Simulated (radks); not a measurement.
Q: Sm, 62 electrons, occupied as [Kr] 4d10 4f7 5s2 5p5 6s2 (not the ground configuration). Calculated with a radial shooting solver on a logarithmic mesh with Libxc functionals: Dirac Kohn-Sham, PBEsol, spin-unpolarised, spherical densities, point nucleus; open shells are shared between the two j in proportion to 2j + 1. Some entries of the table are withheld. Estimate them.

orbital     occ.  eigenvalue (hartree)  r(max) (bohr)
1s1/2          2             -1712.980        0.01449
2s1/2          2             -279.7248        0.08233
2p1/2          2                   (1)        0.06237
2p3/2          4                   (2)        0.06801
3s1/2          2             -61.18392         0.2339
3p1/2          2             -54.91423         0.2209
3p3/2          4             -50.43046         0.2329
3d3/2          4             -39.55406         0.1857
3d5/2          6             -38.57963         0.1890
4s1/2          2             -12.07018         0.5400
4p1/2          2              -9.66914         0.5458
4p3/2          4              -8.68665         0.5717
4d3/2          4                   (3)         0.5836
4d5/2          6                   (4)         0.5921
5s1/2          2              -1.57640            (5)
5p1/2    1.66667              -0.94001          1.390
5p3/2    3.33333              -0.81260          1.468
6s1/2          2              -0.13623          3.648
5d3/2          0              -0.07244          2.160
5d5/2          0              -0.06581          2.221
6p1/2          0                   (6)            (7)
4f5/2          3              -0.04558         0.6177
6p3/2          0                   (8)            (9)
4f7/2          4              -0.02720         0.6234

A: 
(1) 2p1/2 eigenvalue (hartree): -265.1552
(2) 2p3/2 eigenvalue (hartree): -243.0123
(3) 4d3/2 eigenvalue (hartree): -4.73839
(4) 4d5/2 eigenvalue (hartree): -4.56359
(5) 5s1/2 r(max) (bohr): 1.267
(6) 6p1/2 eigenvalue (hartree): -0.05057
(7) 6p1/2 r(max) (bohr): 4.701
(8) 6p3/2 eigenvalue (hartree): -0.04316
(9) 6p3/2 r(max) (bohr): 4.963
